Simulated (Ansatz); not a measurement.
C4H14GaN3 (`C[N](C)[Ga]([NH2])[N](C)C`). Total charge 0; spin multiplicity 1. Correlated methods include outer-core shells of Ga, which these sets cover unevenly. Scalar relativity is left out up to krypton.

```xyz
22

C    -1.297   -0.142    1.973
N    -1.095   -0.884    0.760
C    -1.804   -2.135    0.739
Ga   -0.128   -0.300   -0.671
N    -0.395   -1.117   -2.283
N     1.150    0.991   -0.504
C     1.662    1.719   -1.633
C     1.799    1.338    0.730
H    -0.903   -0.672    2.854
H    -2.367    0.040    2.162
H    -0.808    0.833    1.925
H    -1.499   -2.788    1.572
H    -1.608   -2.679   -0.188
H    -2.893   -1.995    0.824
H     0.114   -0.825   -3.100
H    -1.304   -1.465   -2.537
H     2.735    1.531   -1.793
H     1.135    1.442   -2.549
H     1.542    2.806   -1.504
H     2.890    1.198    0.664
H     1.443    0.715    1.552
H     1.629    2.391    1.007
```

Q: Give the diagnostics of a CCSD(T)/def2-TZVPP run (frozen core, the Gaussian-basis code of Ansatz). (Best estimate.)

A: The calculation gave: T1 = 0.0121, largest single amplitude 0.029, largest double 0.014, (T) share of the correlation energy 3.9 %, 9 CCSD cycles. The RHF solution is stable towards an unrestricted one. T1 lies under the customary mark of 0.02 for closed shells.
